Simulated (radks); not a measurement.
Problem. N II, 6 electrons, occupied as [He] 2s2 2p2. Calculated with a radial shooting solver on a logarithmic mesh with Libxc functionals: Dirac Kohn-Sham, BLYP, spin-unpolarised, spherical densities, finite nucleus; open shells fill j = l - 1/2 first; Fermi nuclear charge, rms radius 2.5582 fm. Some entries of the table are withheld. Estimate them.

orbital,occ.,eigenvalue (eV),<r^2> (bohr^2)
1s1/2,2,-402.3271,0.07136
2s1/2,2,(1),(2)
2p1/2,2,(3),(4)
2p3/2,0,(5),(6)

Solution. 
(1) 2s1/2 eigenvalue (eV): -32.3226
(2) 2s1/2 <r^2> (bohr^2): 1.862
(3) 2p1/2 eigenvalue (eV): -20.6937
(4) 2p1/2 <r^2> (bohr^2): 2.067
(5) 2p3/2 eigenvalue (eV): -20.6693
(6) 2p3/2 <r^2> (bohr^2): 2.071
